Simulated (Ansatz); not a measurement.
Cartesian coordinates (Å):
SMILES: [InH3]
```xyz
4

In    -0.0001    -0.0001     0.0000
H     -0.0954     1.7158    -0.0265
H     -1.4382    -0.9408     0.0037
H      1.5337    -0.7749     0.0229
```
Charge 0, spin multiplicity 1.

Level of theory: frozen-core CCSD(T)/def2-TZVPP // CAM-B3LYP-D3(BJ)/def2-TZVP (Ansatz, a first-principles code).

The HF energy is -190.91380 Ha. The MP2 correlation energy is -0.30462 Ha.

Task: Estimate the CCSD correlation energy, the (T) correction, the total energy and the T1 diagnostic.

Result: 
```
Item                             Value
-----------------------  -------------
CCSD correlation energy    -0.31772 Ha
(T) correction             -0.00735 Ha
CCSD(T) total energy     -191.23887 Ha
T1 diagnostic                    0.014
```
